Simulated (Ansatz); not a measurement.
Reaction (ligand exchange at a B–S bond): `CSB(O)F` + CH₃OH → `COB(O)F` + CH₃SH

Program: Ansatz. Geometries: PBE0-D4/def2-TZVP. ΔE: electronic, gas phase. CBS: MP2 limit from def2 TZ/QZ plus the TZ coupled-cluster correction, frozen cores. This one scheme is used for every species. DFT in def2-TZVPP. HSE06 is defined as in plane-wave codes. One conformer a species, not always the lowest.

| level | ΔE (kJ/mol) |
| --- | --- |
| LDA (SPW92) | -64.0 |
| HSE06-D4 | -60.3 |
| CAM-B3LYP-D4 | -73.0 |
| SCS-MP2/def2-TZVPP | -67.9 |

What does CCSD(T)/CBS give? (An estimate is asked.)

Ansatz gave: -65.2 kJ/mol. The listed levels differ from it by 1.2, 4.9, -7.8, -2.7 kJ/mol.

Largest T1 diagnostic among the species: 0.012.

From PBE to PBE0 (25 % exact exchange), in def2-TZVPP and without D4, ΔE moves by −5.0 kJ/mol. Leaving LDA and LC-ωPBE aside and taking each functional with its dispersion term where it has one, the values, not all of them listed here, spread over 21.8 kJ/mol, from BHLYP-D4 to revPBE-D4. LDA lies −7.2 kJ/mol from PBE without D4.
